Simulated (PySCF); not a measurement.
BrH2NSe. Atoms are numbered in the order given.

```xyz
5

Se     0.4464    -0.9476     0.0000
Br    -0.1179     1.3900     0.0000
N     -1.1032    -1.8388     0.0000
H     -1.6637    -1.7791     0.8484
H     -1.6637    -1.7791    -0.8484
```
Charge 0, spin multiplicity 1.

Coordinates come from a r2SCAN-D4/def2-SVP optimisation. Other conformers were not sampled.

Calculation: B3LYP/def2-TZVPD (PySCF).

Gas-phase values at a fixed geometry.

Computed frontier levels, gap, dipole moment and polarisability:
| Property | Value |
|---|---|
| highest occupied level | -6.53 eV |
| lowest empty level | -2.55 eV |
| orbital gap | 3.98 eV |
| dipole moment | 2.37 D |
| quadrupole, principal values (traceless, Buckingham form, about the centre of nuclear charge) | -4.35, -2.11, 6.46 D·Å |
| mean static polarisability | 65.5 bohr³ (9.71 Å³) |
| polarisability, principal values | 50.1, 57.0, 89.4 bohr³ |
